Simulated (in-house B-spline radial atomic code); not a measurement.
**Ne5+: [He] 2s1 2p1 3p1 (an excited or competing configuration)**

Level of theory: non-relativistic OLYP, spin-polarised, spherical fractional occupations, point nucleus; calculated with a B-spline radial code for spherical atoms.

Effective charges: Z_r = [3n² - l(l+1)]/(2<r>) from the radius, Z_e = n√(-2ε) from the energy, and Slater's rules. Values are occupation-weighted means over spin.

```json
{"shell": "1s", "electrons": "2", "ε (eV)": "-1016.8", "<r> (bohr)": "0.1572", "Z_r": "9.54", "Z_e": "8.64", "Slater": "9.70"}
{"shell": "2s", "electrons": "1", "ε (eV)": "-177.88", "<r> (bohr)": "0.7104", "Z_r": "8.45", "Z_e": "7.23", "Slater": "7.95"}
{"shell": "2p", "electrons": "1", "ε (eV)": "-158.75", "<r> (bohr)": "0.6393", "Z_r": "7.82", "Z_e": "6.83", "Slater": "7.95"}
{"shell": "3p", "electrons": "1", "ε (eV)": "-57.82", "<r> (bohr)": "1.808", "Z_r": "6.92", "Z_e": "6.18", "Slater": "6.30"}
```

The least bound orbital is 3p up at -57.82 eV, and it is also the most diffuse (<r> = 1.808 bohr).
